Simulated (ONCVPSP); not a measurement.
Configuration tests for nitrogen (ONCV)

```
Element                 : nitrogen
Generator               : ONCVPSP 4.0.1
Type                    : optimised norm-conserving Vanderbilt (ONCV)
Functional              : PBE
Relativity              : scalar-relativistic
Frozen core             : [He]
Valence charge          : 5
Reference configuration : 2s2 2p3
Partial waves           : 2s: rc 1.05 bohr, ncon 3, nbas 6, qcut 7.9 1/bohr, 3 projectors, debl 3.8 Ha; 2p: rc 2.00 bohr, ncon 3, nbas 7, qcut 5.7 1/bohr, 2 projectors, debl 2.3 Ha
Local potential         : polynomial inside 0.75 bohr (lpopt 5, dvloc0 2 Ha)
Core correction         : Teter function, fcfact 5.25, rcfact 1.75
```

Energies are relative to the spin-unpolarised reference configuration 2s2 2p3; without spin polarisation the order of configurations can differ from experiment.

Task: Give the all-electron excitation energy and the error of the potential for: 2s2 2p2; 2s2 2p1; 2s2 2p0; 2s1 2p4.

Result:

| valence configuration | charge | ΔE all-electron (eV) | error AE − PS (meV) |
| --- | --- | --- | --- |
| 2s2 2p2 | +1 | 13.591 | +97 |
| 2s2 2p1 | +2 | 42.445 | +737 |
| 2s2 2p0 | +3 | 89.527 | +2669 |
| 2s1 2p4 | 0 | 11.507 | -19 |

Levels in the configuration 2s2 2p0:

```
level  all-electron (eV)  pseudo (eV)
   2s            -68.125      -66.712
```
